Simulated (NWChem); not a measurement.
System: AlH$_{2}$OF; SMILES [AlH]([F])[OH]

NWChem printed, in part:

```
             Northwest Computational Chemistry Package (NWChem) 7.3.0
             --------------------------------------------------------

 CS  symmetry detected

                             Geometry "geometry" -> ""
                             -------------------------

 Output coordinates in angstroms (scale by  1.889725989 to convert to a.u.)

  No.       Tag          Charge          X              Y              Z
 ---- ---------------- ---------- -------------- -------------- --------------
    1 Al                  13.0000    -0.45273159    -0.01771056     0.00000000
    2 H                    1.0000    -2.01771848    -0.03673594     0.00000000
    3 F                    9.0000     0.40329640    -1.44451472     0.00000000
    4 O                    8.0000     0.36958798     1.45825462     0.00000000
    5 H                    1.0000     1.31685765     1.60156871     0.00000000

 Effective nuclear repulsion energy (a.u.)      99.4334569322

      Symmetry information
      --------------------

 Group name             Cs
 Group number              2
 Group order               2
 No. of unique centers     5

                                 NWChem DFT Module
                                 -----------------

 Summary of "ao basis" -> "ao basis" (spherical)
 ------------------------------------------------------------------------------
       Tag                 Description            Shells   Functions and Types
 ---------------- ------------------------------  ------  ---------------------
 Al                        def2-tzvp                13       37   5s5p2d1f
 H                         def2-tzvp                 4        6   3s1p
 F                         def2-tzvp                11       31   5s3p2d1f
 O                         def2-tzvp                11       31   5s3p2d1f

      Symmetry analysis of basis
      --------------------------

        a'         77
        a"         34

            General Information
            -------------------
          SCF calculation type: DFT
          Wavefunction type:  closed shell.
          No. of atoms     :     5
          No. of electrons :    32
           Alpha electrons :    16
            Beta electrons :    16
          Charge           :     0
          Spin multiplicity:     1
          Use of symmetry is: on ; symmetry adaption is: on
          Maximum number of iterations: 150
          AO basis - number of functions:   111
                     number of shells:    43
          Convergence on energy requested:  1.00D-06
          Convergence on density requested:  1.00D-05
          Convergence on gradient requested:  5.00D-04

              XC Information
              --------------
                          KT2 Method XC Functional
                        Slater Exchange Functional  1.072 local
                           KT1 gradient correction  1.000 non-local
            Perdew 1991 LDA Correlation Functional  0.577 local

             Grid Information
             ----------------
          Grid used for XC integration:  medium
          Radial quadrature: Mura-Knowles
          Angular quadrature: Lebedev.
          Tag              B.-S. Rad. Rad. Pts. Rad. Cut. Ang. Pts.
          ---              ---------- --------- --------- ---------
          Al                  1.25       88           9.0       590
          H                   0.35       45          11.0       434
          F                   0.50       49          10.0       434
          O                   0.60       49           9.0       434
          Grid pruning is: on
          Number of quadrature shells:   276
          Spatial weights used:  Erf1

      Superposition of Atomic Density Guess
      -------------------------------------

 Sum of atomic energies:        -417.07682790

      Non-variational initial energy
      ------------------------------

 Total energy =    -417.374890
 1-e energy   =    -777.186036
 2-e energy   =     260.377688
 HOMO         =      -0.457730
 LUMO         =      -0.016754

      Symmetry analysis of molecular orbitals - initial
      -------------------------------------------------

  Numbering of irreducible representations:

     1 a'          2 a"

  Orbital symmetries:

     1 a'          2 a'          3 a'          4 a'          5 a'
     6 a'          7 a"          8 a'          9 a'         10 a'
    11 a'         12 a'         13 a"         14 a'         15 a"
    16 a'         17 a'         18 a"         19 a'         20 a'
    21 a'         22 a'         23 a"         24 a'         25 a'
    26 a"

     ---------------------------------------------
      Total Density - Mulliken Population Analysis
     ---------------------------------------------

    Atom       Charge   Shell Charges
 -----------   ------   -------------------------------------------------------
    1 Al  13    11.87   2.00  0.65  1.33  0.69  0.27  2.91  2.28  0.83  0.51  0.11  0.17  0.06  0.06
    2 H    1     1.06   0.20  0.52  0.33  0.00
    3 F    9     9.60   0.77  1.20  0.61  1.02  0.30  2.41  2.39  0.89  0.00  0.00  0.00
    4 O    8     8.93   0.79  1.18  0.59  0.95  0.23  2.06  2.24  0.87  0.00  0.01  0.00
    5 H    1     0.55   0.20  0.25  0.06  0.04

   convergence    iter        energy       DeltaE   RMS-Dens  Diis-err
 ---------------- ----- ----------------- --------- --------- ---------
 d= 0,ls=0.0,diis     1   -423.3750046965 -5.23D+02  1.12D-02  4.66D+00
 d= 0,ls=0.0,diis     2   -423.0647996811  3.10D-01  1.06D-02  4.62D+00
 d= 0,ls=0.0,diis     3   -423.3417951207 -2.77D-01  3.48D-03  1.94D+00
 d= 0,ls=0.0,diis     4   -423.4983070618 -1.57D-01  7.91D-04  1.46D-02
 d= 0,ls=0.0,diis     5   -423.4986192073 -3.12D-04  3.80D-04  1.31D-02
  Resetting Diis
 d= 0,ls=0.0,diis     6   -423.4996848972 -1.07D-03  9.65D-05  5.23D-04
 d= 0,ls=0.0,diis     7   -423.4997311079 -4.62D-05  4.44D-05  2.38D-05
 d= 0,ls=0.0,diis     8   -423.4997251230  5.98D-06  2.80D-05  9.68D-05
 d= 0,ls=0.0,diis     9   -423.4997331602 -8.04D-06  4.64D-06  5.61D-07
 d= 0,ls=0.0,diis    10   -423.4997332099 -4.97D-08  8.95D-07  6.21D-08

         Total DFT energy =     -423.499733209929
      One electron energy =     -781.304021394626
           Coulomb energy =      301.764731400546
    Exchange-Corr. energy =      -43.393900148070
 Nuclear repulsion energy =       99.433456932221

 Numeric. integr. density =       32.000003053028

                  Occupations of the irreducible representations
                  ----------------------------------------------

                     irrep           alpha         beta
                     --------     --------     --------
                     a'               13.0         13.0
                     a"                3.0          3.0

                       DFT Final Molecular Orbital Analysis
                       ------------------------------------

 Vector   14  Occ=2.000000D+00  E=-3.134910D-01  Symmetry=a'
              MO Center= -9.4D-01,  1.4D-01, -2.4D-14, r^2= 2.8D+00
   Bfn.  Coefficient  Atom+Function         Bfn.  Coefficient  Atom+Function
  ----- ------------  ---------------      ----- ------------  ---------------
     4      0.263398  1 Al s                 39      0.228624  2 H  s
    15     -0.171307  1 Al px                40      0.165456  2 H  s
    38      0.156992  2 H  s                 81     -0.157039  4 O  py
    49      0.151279  3 F  px                 3     -0.143526  1 Al s
    80      0.135902  4 O  px                84     -0.128121  4 O  py

 Vector   15  Occ=2.000000D+00  E=-3.007202D-01  Symmetry=a'
              MO Center= -5.0D-02,  8.6D-01,  1.8D-15, r^2= 2.5D+00
   Bfn.  Coefficient  Atom+Function         Bfn.  Coefficient  Atom+Function
  ----- ------------  ---------------      ----- ------------  ---------------
    81      0.366741  4 O  py                84      0.300426  4 O  py
    87      0.217015  4 O  py                15     -0.159579  1 Al px
    49      0.145915  3 F  px                39      0.140889  2 H  s
    50      0.115866  3 F  py                52      0.114898  3 F  px
    40      0.109787  2 H  s                 80     -0.107441  4 O  px

 Vector   16  Occ=2.000000D+00  E=-2.932540D-01  Symmetry=a"
              MO Center=  3.4D-01,  1.3D+00,  3.8D-15, r^2= 9.9D-01
   Bfn.  Coefficient  Atom+Function         Bfn.  Coefficient  Atom+Function
  ----- ------------  ---------------      ----- ------------  ---------------
    82      0.444491  4 O  pz                85      0.369043  4 O  pz
    88      0.279563  4 O  pz                17      0.104272  1 Al pz
    51     -0.079929  3 F  pz                54     -0.062621  3 F  pz
    20      0.057196  1 Al pz                22      0.052338  1 Al d -1
    57     -0.048206  3 F  pz                 8     -0.032332  1 Al pz

 Vector   17  Occ=0.000000D+00  E=-4.767662D-02  Symmetry=a"
              MO Center= -7.0D-01, -1.9D-02, -1.3D-13, r^2= 3.9D+00
   Bfn.  Coefficient  Atom+Function         Bfn.  Coefficient  Atom+Function
  ----- ------------  ---------------      ----- ------------  ---------------
    20      0.663559  1 Al pz                17      0.470411  1 Al pz
    88     -0.156185  4 O  pz                82     -0.152627  4 O  pz
    51     -0.132122  3 F  pz                29      0.126082  1 Al d  1
    85     -0.124684  4 O  pz                57     -0.107797  3 F  pz
    54     -0.104473  3 F  pz                 8     -0.102974  1 Al pz

[...]
```

Level: KT2/def2-TZVP. Coordinates come from a PBE0/def2-SVP optimisation.

Task: Reconstruct the input file.

Result: This is not unique; one that fits is the input that was run:
```
start job
memory heap 200 mb stack 900 mb global 1100 mb
geometry units angstroms noautoz
  Al    -0.480331     0.047550     0.000000
  H     -2.027743    -0.187103     0.000000
  F      0.564273    -1.247578     0.000000
  O      0.130599     1.622811     0.000000
  H      1.049056     1.895383     0.000000
end
basis spherical
  Al library def2-tzvp
  H library def2-tzvp
  F library def2-tzvp
  O library def2-tzvp
end
dft
  xc kt2
  iterations 150
  mulliken
end
task dft energy
```
